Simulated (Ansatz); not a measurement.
Reaction (isomerisation): `F[Si]([SiH3])Cl`• → `F[SiH][SiH2]Cl`•

Program: Ansatz. Geometries: PBE0-D4/def2-TZVP. ΔE: electronic, gas phase. CCSD(T)/CBS is the MP2 limit (def2-TZVPP, def2-QZVPP) plus CCSD(T) − MP2 in def2-TZVPP, frozen cores. DFT in def2-TZVPP. B3LYP here is the variant with VWN-RPA as its local correlation; programs differ in this. HSE06 is defined as in plane-wave codes. No spin–orbit coupling; open shells (•) take unrestricted orbitals. One conformer a species, not always the lowest.

`F[Si]([SiH3])Cl`•:

Cartesian coordinates in Å:
```
F 0.813 0.191 -2.253
Si 0.870 -0.650 -0.889
Si -0.233 0.542 0.823
Cl -0.132 -2.414 -1.233
H -0.161 -0.300 2.043
H 0.493 1.818 1.044
H -1.650 0.814 0.465
```

`F[SiH][SiH2]Cl`•:

```xyz
7

F    -1.704   -0.315   -1.794
Si   -0.407   -0.890   -1.035
Si    0.111    0.408    0.847
Cl    1.885   -0.386    1.534
H     0.708   -0.931   -2.026
H     0.324    1.852    0.569
H    -0.916    0.261    1.906
```

```tsv
level	ΔE (kcal/mol)	difference from CCSD(T)/CBS
LDA (SPW92)	6.9	2.2
PBE-D4	6.1	1.4
revPBE-D4	5.9	1.2
BLYP-D4	6.2	1.5
r2SCAN-D4	5.7	1.0
B97M-V	5.4	0.7
r2SCANh-D4	5.6	0.9
r2SCAN0-D4	5.3	0.6
HSE06-D4	5.3	0.6
BHLYP-D4	4.7	0.0
ωB97X-V	5.1	0.4
ωB97M-V	5.4	0.7
B2PLYP	5.2	0.5
PBE-QIDH	4.7	0.0
PBE	6.1	1.4
revPBE	5.8	1.1
BLYP	6.1	1.4
r2SCAN	5.7	1.0
PBE0	5.3	0.6
B3LYP	5.5	0.8
r2SCANh	5.5	0.8
r2SCAN0	5.3	0.6
BHLYP	4.7	0.0
CAM-B3LYP	5.2	0.5
LC-ωPBE	4.6	-0.1
RPA@PBE/def2-TZVPP	4.7	0.0
HF/def2-SVP	3.2	-1.5
CCSD/def2-SVP	4.8	0.1
CCSD(T)/def2-SVP	5.1	0.4
HF/def2-TZVPP	3.3	-1.4
MP2/def2-TZVPP	4.5	-0.2
SCS-MP2/def2-TZVPP	4.2	-0.5
CCSD/def2-TZVPP	4.4	-0.3
CCSD(T)/def2-TZVPP	4.8	0.1
HF/def2-QZVPP	3.3	-1.4
MP2/def2-QZVPP	4.4	-0.3
SCS-MP2/def2-QZVPP	4.1	-0.6
HF/CBS(def2)	3.3	-1.4
MP2/CBS(def2)	4.4	-0.3
CCSD/CBS(def2)	4.3	-0.4
CCSD(T)/CBS	4.7	0
```

Largest T1 diagnostic among the species: 0.015.

Leaving LDA and LC-ωPBE aside and taking each functional with its dispersion term where it has one, the values spread over 1.5 kcal/mol, from PBE-QIDH to BLYP-D4. LDA lies +0.8 kcal/mol from PBE without D4. From PBE to PBE0 (25 % exact exchange), in def2-TZVPP and without D4, ΔE moves by −0.8 kcal/mol.
